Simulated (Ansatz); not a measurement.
The cluster Cd4S5, relaxed as a singlet with RKS PBE-D4/def2-SVP in Ansatz, starting from the GFN1-xTB geometry. Force threshold 0.02 eV/Å.

In the def2 sets Cd takes a core potential; there is no spin–orbit coupling. The restricted singlet is unstable towards broken spin symmetry in Hartree–Fock (as tested in another run); at PBE-D4/def2-SVP this wasn't settled. Another isomer (singlet) lies 3.19 eV lower at PBE0-D4/def2-TZVP; other spin states weren't run for this one.

Start:

Cartesian coordinates in Å:
```
Cd 2.913 1.142 -2.023
Cd 0.676 -0.746 -1.287
Cd -1.604 -2.367 -1.131
Cd 2.531 2.446 0.647
S -3.299 -0.163 0.559
S -0.631 1.325 -0.590
S -1.590 0.626 1.057
S 1.429 -1.109 1.011
S -0.425 -1.153 1.756
```

| step | energy (eV) | largest force component (eV/Å) | SCF passes |
| --- | --- | --- | --- |
| 1 | -72397.4599 | 1.492 | 24 |
| 2 | -72397.8351 | 0.716 | 30 |
| 3 | -72397.9977 | 0.602 | 31 |
| 4 | -72398.0938 | 0.462 | 31 |
| 5 | -72398.1615 | 0.372 | 31 |
| 6 | -72398.2172 | 0.260 | 25 |
| 7 | -72398.2404 | 0.164 | 25 |
| 8 | -72398.2501 | 0.238 | 23 |
| 9 | -72398.2588 | 0.085 | 24 |
| 10 | -72398.2741 | 0.093 | 23 |
| 11 | -72398.2867 | 0.113 | 31 |
| 14 | -72398.3566 | 0.292 | 29 |
| 17 | -72398.3929 | 0.060 | 23 |
| 20 | -72398.3986 | 0.072 | 23 |
| 23 | -72398.4166 | 0.089 | 23 |
| 26 | -72398.4659 | 0.157 | 23 |
| 29 | -72398.4941 | 0.116 | 23 |
| 32 | -72398.5370 | 0.189 | 24 |
| 35 | -72398.5519 | 0.048 | 24 |
| 38 | -72398.5556 | 0.083 | 24 |
| 41 (rejected) | -72398.5211 | 0.341 | 25 |
| 44 (rejected) | -72398.6085 | 0.261 | 24 |
| 47 | -72398.6166 | 0.055 | 24 |
| 48 | -72398.6171 | 0.009 | 25 |

Force components are those of the run's own axes.

End:

```csv
atom,x (Å),y (Å),z (Å)
Cd1,0.273,1.553,-2.427
Cd2,1.621,-1.115,-1.157
Cd3,-1.012,-1.955,-0.683
Cd4,3.129,1.546,-0.130
S5,-2.477,0.094,-1.055
S6,-0.127,1.522,1.030
S7,-1.992,0.775,0.888
S8,1.065,-0.583,1.644
S9,-0.479,-1.836,1.889
```

Bonds lost: Cd1–Cd4, Cd2–S6, S7–S9 (atoms count from 1). Bonds formed: Cd2–Cd4, Cd3–S5, Cd3–S9, S6–S8 (atoms count from 1).

No frequencies were taken in this run, so the end may be a saddle point.

Hardware: 4 threads of Intel Xeon on a shared host. Wall time 4.9 min.
